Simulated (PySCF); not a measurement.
Geometry (Å), atoms numbered from 1 in this order:
```xyz
13

F     0.608   -1.810   -1.066
C     0.623   -1.061    0.108
C     1.212    0.318   -0.193
C     0.114    1.303   -0.505
C    -1.155    0.996   -0.189
Si   -1.200   -0.696    0.593
H     1.230   -1.610    0.846
H     1.931    0.224   -1.024
H     1.794    0.685    0.672
H     0.391    2.266   -0.953
H    -1.971    1.701   -0.371
H    -1.419   -0.653    2.075
H    -2.152   -1.679   -0.002
```

Geometry: PBE0-D3(BJ)/def2-SVP; GIAO shifts from PySCF, gas phase, non-relativistic, averaged over equivalent atoms.

At PBE0/pcSseg-1 (144 basis functions, 7.2 s wall time on 1 thread of an AMD EPYC 9R45 96-Core, shared host):
| atoms | δ (ppm) |
| --- | --- |
| F1 | -227.2 |
| C4 | 163.3 |
| C5 | 130.0 |
| C2 | 86.3 |
| C3 | 46.4 |
| Si6 | -25.3 |
| H10 | 7.04 |
| H11 | 6.18 |
| H7 | 4.93 |
| H13 | 4.69 |
| H12 | 4.60 |
| H8 | 2.98 |
| H9 | 2.62 |

Shifts are taken against calculated references (same method and geometry level): ¹⁹F (177.25 ppm) against CFCl3; TMS for ¹³C (184.41 ppm) and ²⁹Si (351.99 ppm) and ¹H (31.27 ppm).

Predict the values at B97-D/pcSseg-1 on the same geometry.

Answers


```tsv
atoms	δ at B97-D/pcSseg-1	change
F1	-233.3	-6.1
C4	155.5	-7.8
C5	123.4	-6.6
C2	88.3	+2.0
C3	47.7	+1.3
Si6	-27.9	-2.6
H10	6.93	-0.11
H11	5.98	-0.20
H7	5.05	+0.12
H13	4.58	-0.11
H12	4.56	-0.04
H8	3.02	+0.04
H9	2.76	+0.14
```

Chemical shifts δ = σref − σ; ¹⁹F (154.77 ppm) against CFCl3; ¹³C (179.17 ppm) and ²⁹Si (347.23 ppm) and ¹H (31.41 ppm) against TMS, all at this level.

The largest change is at C4 (alkene CH). Cost: 144 basis functions, 13 s wall time on 1 thread of an AMD EPYC 9R45 96-Core, shared host. The order of the carbon signals is the same at both levels.

Unscaled 19F shifts against computed CFCl3 carry errors that often reach 10 to 50 ppm.
